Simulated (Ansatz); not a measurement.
Consider the substitution at a C–C bond: `C[CH2][InH][F]` + HI → `[F][InH][CH2]I` + CH₄.

Isolated molecules relaxed with PBE0-D4/def2-TZVP in Ansatz; ΔE leaves out vibrations. CCSD(T)/CBS adds triple-zeta CCSD(T) − MP2 to the extrapolated MP2 energy (def2 sets, frozen cores). This one scheme is used for every species. DFT in def2-TZVPP. Elements past krypton have def2 core potentials. For I, In outer-core shells are correlated without core-valence functions, which leaves a few kJ/mol of doubt a bond. One conformer a species, not always the lowest.

`C[CH2][InH][F]`:

```xyz
10

C     1.175    0.602    0.114
C    -0.333    0.733   -0.048
In   -1.341   -1.159   -0.041
F     0.021   -2.555   -0.350
H     1.608   -0.058   -0.639
H     1.663    1.578    0.027
H     1.444    0.189    1.088
H    -0.774    1.358    0.733
H    -0.589    1.210   -1.000
H    -2.873   -1.897    0.117
```

HI:

Cartesian coordinates in Å:
```
I -0.282 0.200 0.727
H 0.282 -0.200 -0.727
```

`[F][InH][CH2]I`:

Cartesian coordinates in Å:
```
F -0.767 -0.110 -2.378
In -0.395 -0.903 -0.623
C 0.669 0.544 0.532
I -0.928 1.397 1.704
H -1.055 -2.452 -0.415
H 1.078 1.355 -0.064
H 1.399 0.170 1.243
```

CH₄:

```xyz
5

C     0.000    0.000    0.000
H     0.275    1.054   -0.031
H     0.593   -0.508    0.759
H     0.190   -0.453   -0.973
H    -1.058   -0.092    0.244
```

Problem. Is it downhill or uphill in electronic energy at CCSD(T)/CBS, and by how much? (An estimate is asked.)

Solution. Computed: Downhill: ΔE = -0.21 eV.

Problem. What do these levels give: r2SCANh, r2SCAN0, MP2/def2-SVP, SCS-MP2/def2-TZVPP, CCSD(T)/def2-TZVPP, HF/CBS(def2)? (Estimate.)

Solution. The calculation gave: r2SCANh -0.14, r2SCAN0 -0.12, MP2/def2-SVP -0.02, SCS-MP2/def2-TZVPP -0.18, CCSD(T)/def2-TZVPP -0.14, HF/CBS(def2) -0.11 eV.

Largest T1 diagnostic among the species: 0.014.

Leaving LDA and LC-ωPBE aside and taking each functional with its dispersion term where it has one, the values, not all of them listed here, spread over 0.08 eV, from BLYP-D4 to CAM-B3LYP-D4. LDA lies +0.10 eV from PBE without D4. From BLYP to BHLYP (50 % exact exchange), in def2-TZVPP and without D4, ΔE moves by +0.05 eV.
